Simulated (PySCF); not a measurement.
# C⁺: ionisation energy

C⁺ [He] 2s2 2p1 (2P) → C²⁺ [He] 2s2 (1S), as a difference of total energies. Computed with PySCF 2.14 in dyall-acv3z (15s9p4d2f, 76 functions), with the non-relativistic Hamiltonian (point nucleus). Correlated levels: valence and next inner shell: nothing frozen; virtual orbitals above 40 to 60 times the deepest correlated orbital energy dropped. The calculations carry no spin-orbit coupling.

| method | ionisation energy (eV) |
| --- | --- |
| UHF | 24.171 |
| MP2 (valence and next inner shell) | 24.409 |
| SCS-MP2 (valence and next inner shell) | 24.353 |
| CCSD (valence and next inner shell) | 24.260 |
| CCSD(T) (valence and next inner shell) | 24.287 |

Task: How much does correlation contribute at CCSD(T) (valence and next inner shell)?

Result: 24.287 − (24.171) = 0.116 eV, measured against UHF.

Errors of the correlated levels include the incompleteness of this basis.

The coupled-cluster amplitudes are large for C²⁺ (T1 above 0.03 or a double amplitude above 0.15), so a single reference is strained.

For comparison: 24.378 eV (measured; NIST levels, between the centres of gravity of the two terms).
